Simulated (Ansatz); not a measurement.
Cost and result for the atomization energy of `[AlH2][SiH]([SiH3])O[SiH3]` (14 atoms, 13 bonds).

| atom | x (Å) | y (Å) | z (Å) |
| --- | --- | --- | --- |
| Al1 | -0.824 | 2.380 | -1.473 |
| Si2 | -0.475 | 0.590 | 0.175 |
| Si3 | 1.730 | 0.617 | 0.996 |
| O4 | -0.853 | -0.891 | -0.459 |
| Si5 | -0.785 | -2.489 | -0.114 |
| H6 | -0.569 | 3.883 | -1.022 |
| H7 | -1.259 | 2.070 | -2.968 |
| H8 | -1.335 | 0.835 | 1.378 |
| H9 | 1.980 | 1.951 | 1.610 |
| H10 | 2.715 | 0.420 | -0.104 |
| H11 | 1.967 | -0.433 | 2.025 |
| H12 | -1.675 | -2.811 | 1.033 |
| H13 | 0.608 | -2.879 | 0.236 |
| H14 | -1.225 | -3.241 | -1.314 |

The species carries charge 0 and has multiplicity 1. The structure was optimised at the PBE0-D4/def2-TZVP level. It is one conformer, not always the lowest. Program: Ansatz. All runs use 4 threads of an Intel Xeon 6975P-C on a shared host. Times are those of one run each, without the atoms' runs, and a repeat can differ threefold. Electronic energies, without spin–orbit coupling; frozen cores. CCSD(T)/CBS adds CCSD(T) − MP2 in def2-TZVPP to the MP2 limit, and its time is that of the two runs behind it. T1 = 0.013. B3LYP takes the VWN-RPA correlation (the form of Gaussian; ORCA's B3LYP/G). HSE06 is the plane-wave form, built on full-range PBE exchange.

CCSD(T)/CBS is a level of theory with its own doubt, some kJ/mol a heavy atom from the limit and from the frozen cores, so smaller differences don't rank the functionals.

```json
{"level": "LDA (SPW92)/def2-TZVPP", "functions": "325", "wall time": "1.5 s", "atomization (kJ/mol)": "4629.1", "difference from CCSD(T)/CBS": "402.4", "per bond": "31.0"}
{"level": "PBE-D4/def2-TZVPP (with forces)", "functions": "325", "wall time": "3.2 s", "atomization (kJ/mol)": "4147.7", "difference from CCSD(T)/CBS": "-79.0", "per bond": "-6.1"}
{"level": "CCSD(T)/def2-SVP", "functions": "131", "wall time": "3.2 s", "atomization (kJ/mol)": "3904.8", "difference from CCSD(T)/CBS": "-321.9", "per bond": "-24.8"}
{"level": "BHLYP-D4/def2-TZVPP", "functions": "325", "wall time": "3.4 s", "atomization (kJ/mol)": "4160.6", "difference from CCSD(T)/CBS": "-66.1", "per bond": "-5.1"}
{"level": "HSE06-D4/def2-TZVPP", "functions": "325", "wall time": "4.6 s", "atomization (kJ/mol)": "4137.3", "difference from CCSD(T)/CBS": "-89.4", "per bond": "-6.9"}
{"level": "CAM-B3LYP-D4/def2-TZVPP", "functions": "325", "wall time": "5.5 s", "atomization (kJ/mol)": "4224.5", "difference from CCSD(T)/CBS": "-2.2", "per bond": "-0.2"}
{"level": "B3LYP-D4/def2-TZVPP (with forces)", "functions": "325", "wall time": "6 s", "atomization (kJ/mol)": "4202.5", "difference from CCSD(T)/CBS": "-24.2", "per bond": "-1.9"}
{"level": "B2PLYP/def2-TZVPP", "functions": "325", "wall time": "7 s", "atomization (kJ/mol)": "4142.3", "difference from CCSD(T)/CBS": "-84.4", "per bond": "-6.5"}
{"level": "PBE-QIDH/def2-TZVPP", "functions": "325", "wall time": "7 s", "atomization (kJ/mol)": "4140.9", "difference from CCSD(T)/CBS": "-85.8", "per bond": "-6.6"}
{"level": "ωB97M-V/def2-TZVPP (with forces)", "functions": "325", "wall time": "12 s", "atomization (kJ/mol)": "4207.7", "difference from CCSD(T)/CBS": "-19.0", "per bond": "-1.5"}
{"level": "MP2/def2-QZVPP", "functions": "607", "wall time": "26 s", "atomization (kJ/mol)": "4165.8", "difference from CCSD(T)/CBS": "-60.9", "per bond": "-4.7"}
{"level": "CCSD(T)/def2-TZVPP", "functions": "325", "wall time": "4.4 min", "atomization (kJ/mol)": "4111.1", "difference from CCSD(T)/CBS": "-115.6", "per bond": "-8.9"}
{"level": "CCSD(T)/CBS(def2)", "functions": "–", "wall time": "4.8 min", "atomization (kJ/mol)": "4226.7", "difference from CCSD(T)/CBS": "0.0", "per bond": "0.0"}
```

From BLYP to BHLYP (50 % exact exchange), in def2-TZVPP and without D4, the atomization energy moves by +31.7 kJ/mol. The D4 term adds +56.8 kJ/mol with B3LYP and +30.6 kJ/mol with PBE0; it sums over pairs of atoms, weighted by their polarisabilities, and B3LYP, whose exchange is more repulsive, gets the larger term. In def2-TZVPP, CCSD(T) changes the Hartree–Fock value by +912.6 kJ/mol (the triples alone add +38.1 kJ/mol) and MP2 by +897.3 kJ/mol; breaking electron pairs costs correlation energy, which Hartree–Fock lacks.
